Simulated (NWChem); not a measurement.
System: SiF2, singlet; SMILES F[Si]F

Results from NWChem. Pople sets run with spherical d functions. Low-valent species are run as closed-shell singlets; no triplet was tried in these runs. Coordinates come from a PBE-D3(BJ)/def2-SVP optimisation.

For level B3LYP/6-31G*:

```yaml
highest occupied level (eV): -8.03
orbital gap (eV): 5.79
dipole (D): 1.17
```

Problem. Estimate the same quantities for level TPSSh/6-31G*.

Solution. The highest occupied level (eV) is -7.60 and the orbital gap (eV) is 5.10. The dipole (D) comes out as 1.03.
